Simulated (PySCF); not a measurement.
TiI₂, SMILES [I][Ti][I] (connectivity only; charge and spin as stated), neutral, multiplicity 3.

Geometry: B3LYP-D3(BJ)/def2-SVP. The spin state was assumed, not searched. The def2 effective core potentials stand for the cores of I; spin–orbit coupling is left out.

Calculation: PBE/def2-TZVPD in PySCF.

Gas-phase values at a fixed geometry.

Problem. Estimate the frontier levels, dipole moment and polarisability. (An estimate is asked for; the answer gives what the named calculation found.)

Solution. 
```yaml
"α spin, highest occupied and lowest empty level": -5.12 and -4.53 eV
"β spin, highest occupied and lowest empty level": -6.89 and -3.64 eV
dipole_moment: 0.00 D
mean_static_polarisability: 127.4 bohr³ (18.87 Å³)
polarisability_principal_values: 94.9, 94.9, 192.4 bohr³
"⟨S²⟩": 2.021 (pure state 2.00)
```
